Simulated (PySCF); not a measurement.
PySCF 2.14 output of a UHF calculation on a single atom or ion in aug-cc-pVDZ, with the non-relativistic Hamiltonian (point nucleus):

```
SCF conv_tol = 1e-09
number electrons alpha = 15  beta = 10
cycle= 1 E= -1380.41838984549  delta_E= -0.004  |g|= 0.0202  |ddm|= 0.0408
cycle= 2 E= -1380.41847198293  delta_E= -8.21e-05  |g|= 0.00329  |ddm|= 0.00921
cycle= 3 E= -1380.41847593141  delta_E= -3.95e-06  |g|= 0.000459  |ddm|= 0.00411
cycle= 4 E= -1380.41847608557  delta_E= -1.54e-07  |g|= 0.000174  |ddm|= 0.00131
cycle= 5 E= -1380.41847609689  delta_E= -1.13e-08  |g|= 2.09e-05  |ddm|= 0.000448
cycle= 6 E= -1380.41847609712  delta_E= -2.31e-10  |g|= 3.22e-06  |ddm|= 6.82e-05
converged SCF energy = -1380.41847609712  <S^2> = 8.7519234  2S+1 = 6.0006411
```

The run itself started from symmetry-adapted Hartree-Fock orbitals and held the occupation by maximum overlap, so the iterations belong to that start.

Which element, charge and spin multiplicity is this?

Co(2+) (cobalt, charge +2), multiplicity 6; the state was [Ar] 3d6 4s1, high-spin 6D determinant (an excited configuration).
